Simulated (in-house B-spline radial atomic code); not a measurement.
Configurations of Fe⁺, with energies counted from [Ar] 3d6 4s1. Computed with a radial B-spline atomic code at the basis-set limit: non-relativistic SCAN, spin-polarised, spherical fractional occupations, point nucleus. Shells without spins written out take the highest spin.

Occupations are held fixed; configurations that lie above the ionisation limit could autoionise.

```
                         configuration  E - E(ref) (eV)  highest orbital  its <r> (bohr)
[Ar] 3d(1 up, 5 down) 4s(1 up, 0 down)            1.161            4s up            2.82
[Ar] 3d(4 up, 2 down) 4s(1 up, 0 down)           4.1447            4s up           2.678
                          [Ar] 3d6 4p1           5.3831            4p up           3.327
[Ar] 3d(5 up, 1 down) 5s(0 up, 1 down)           10.062          5s down           6.371
                      [Ar] 3d5 4s1 4f1           16.086            4f up           8.747
              [Ne] 3s2 3p5 3d6 4s1 4p1           60.971            4p up           2.979
              [Ne] 3s2 3p5 3d6 4s1 5s1           67.122            5s up           5.859
              [Ne] 3s2 3p5 3d6 4s1 5f1           72.067            5f up            15.1
```

Problem. Order these further configurations by energy, lowest first.
A. [Ar] 3d(1 up, 5 down) 5d(1 up, 0 down)
B. [Ar] 3d(1 up, 4 down) 4s(1 up, 0 down) 4f(0 up, 1 down)
C. [Ar] 3d(5 up, 0 down) 4s(0 up, 1 down) 5p(1 up, 0 down)
D. [Ar] 3d5 4s1 5s1
E. [Ar] 3d6 4f1

Solution. D (12.311 eV), E (13.239 eV), A (13.336 eV), C (15.702 eV), B (23.351 eV).

Problem. How far above the reference does [Ne] 3s2 3p5 3d6 4s1 4f1 lie?

Solution. 70.914 eV; its least bound orbital is 4f up with <r> = 8.747 bohr.

Problem. How far above the reference does [Ne] 3s2 3p5 3d6 4s2 lie?

Solution. 57.537 eV; its least bound orbital is 4s down with <r> = 2.67 bohr.

Problem. How far above the reference does [Ar] 3d5 4s1 5p1 lie?

Solution. 13.812 eV; its least bound orbital is 5p up with <r> = 6.968 bohr.
